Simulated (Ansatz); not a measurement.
`O[PH][SbH2]` + H₂S → `OPS` + stibine at 600 K and 1 bar (cleavage of the P–Sb bond).

Program: Ansatz. Geometries: PBE0-D4/def2-TZVP. ΔE: electronic, gas phase. CCSD(T)/CBS is the MP2 limit (def2-TZVPP, def2-QZVPP) plus CCSD(T) − MP2 in def2-TZVPP, frozen cores. This one scheme is used for every species. def2 core potentials past Kr. For Sb outer-core shells are correlated without core-valence functions, which leaves a few kJ/mol of doubt a bond. One conformer a species, not always the lowest.

```json
{"species": "`O[PH][SbH2]`", "CCSD(T)/CBS energy (Eh)": "-658.52726", "H − E (kJ/mol)": "146.2", "S (J/(mol·K))": "392.5"}
{"species": "H₂S", "CCSD(T)/CBS energy (Eh)": "-398.97279", "H − E (kJ/mol)": "60.8", "S (J/(mol·K))": "230.9"}
{"species": "`OPS`", "CCSD(T)/CBS energy (Eh)": "-815.71343", "H − E (kJ/mol)": "129.3", "S (J/(mol·K))": "349.0"}
{"species": "`[SbH3]`", "CCSD(T)/CBS energy (Eh)": "-241.78682", "H − E (kJ/mol)": "75.6", "S (J/(mol·K))": "266.4"}
```

H − E and S are ideal-gas, rigid-rotor, harmonic terms from PBE0-D4/def2-TZVP, for one conformer and one mirror image of each species. 1 Eh = 2625.50 kJ/mol, R = 8.31446 J/(mol·K).

Question: By hand: ΔE, ΔH, ΔS and ΔG.

Answer: ΔE = (-815.71343) + (-241.78682) − (-658.52726) − (-398.97279) = -0.00020 Eh = -0.5 kJ/mol. Δ(H − E) = 129.3 + 75.6 − 146.2 − 60.8 = -2.1, so ΔH = -2.6 kJ/mol. ΔS = 349.0 + 266.4 − 392.5 − 230.9 = -8.0 J/(mol·K). ΔG = -2.6 − 600 × (-8.0)/1000 = 2.2 kJ/mol.

Question: By hand: the equilibrium constant, and the temperature at which ΔG would vanish if ΔH and ΔS stayed fixed.

Answer: log₁₀ K = −ΔG/(RT ln 10) = -0.2. ΔG = 0 at ΔH/ΔS = 325 K, though so small a ΔH makes that figure unsure.

TΔS isn't small against ΔH here. The sign of ΔG lies within the doubt. A doubt of 5 kJ/mol in ΔE shifts log₁₀ K by 0.4 here. Other conformers and mirror images would add mixing entropy, several J/(mol·K) or more a flexible species. These are equilibria of isolated gas molecules and say nothing of rates. Largest T1 diagnostic: 0.014 (customary marks: 0.02 for closed shells, 0.045 for open ones).
